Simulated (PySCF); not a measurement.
C₄H₆OSe, SMILES O=C1CC[C@@H]1[SeH]. Geometry optimised at B3LYP-D3(BJ)/def2-SVP. The structure was generated by enumeration; whether it is a known compound was not checked. One conformer was computed; it need not be the lowest.

Computed equilibrium geometry at B3LYP-D3(BJ)/def2-SVP (PySCF confirms it by a frequency run) as Cartesian coordinates in Å (one conformer of several):
```xyz
12

O     -0.6098     2.3581     0.0377
C     -0.9523     1.2115     0.0073
C     -2.0973     0.4108     0.6406
C     -1.6695    -0.8052    -0.2317
C     -0.4255    -0.0215    -0.7400
Se     1.2645    -0.6676     0.0615
H     -1.9623     0.2741     1.7252
H     -3.0994     0.8307     0.4633
H     -2.3762    -1.0332    -1.0420
H     -1.4557    -1.7313     0.3191
H     -0.3002     0.0876    -1.8268
H      1.9477     0.6329    -0.0889
```
Charge 0, spin multiplicity 1.
